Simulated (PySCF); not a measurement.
Family: germanium hydride cages (EH)n. Isolated molecules, 0 K electronic values unless said otherwise. Each species was relaxed from one start; no search for lower structures was made at this level. Strings in code marks are SMILES.

The HOMO–LUMO gap from two functionals at the same geometries (PBE-D3(BJ)/def2-SVP), both in PySCF: PBE-D3(BJ)/def2-SVP and ωB97X-D3(BJ)/def2-SVP. 

```json
[
 {"species": "[3]prismane cage Ge6H6 `[GeH]12[GeH]3[GeH]1[GeH]1[GeH]2[GeH]31`", "PBE-D3(BJ)/def2-SVP (eV)": "3.26", "ωB97X-D3(BJ)/def2-SVP (eV)": "8.68"},
 {"species": "[4]prismane cage Ge8H8 `[GeH]12[GeH]3[GeH]4[GeH]1[GeH]1[GeH]2[GeH]3[GeH]41`", "PBE-D3(BJ)/def2-SVP (eV)": "3.14", "ωB97X-D3(BJ)/def2-SVP (eV)": "8.47"},
 {"species": "[5]prismane cage Ge10H10 `[GeH]12[GeH]3[GeH]4[GeH]1[GeH]1[GeH]2[GeH]2[GeH]3[GeH]4[GeH]12`", "PBE-D3(BJ)/def2-SVP (eV)": "3.44", "ωB97X-D3(BJ)/def2-SVP (eV)": "8.73"}
]
```

Over these rows, drawn at random from the members with no instability flagged (it was tested for open shells, ions and some series alone), PBE minus ωB97X-D3(BJ): mean -5.35 eV, from -5.42 eV to -5.29 eV.
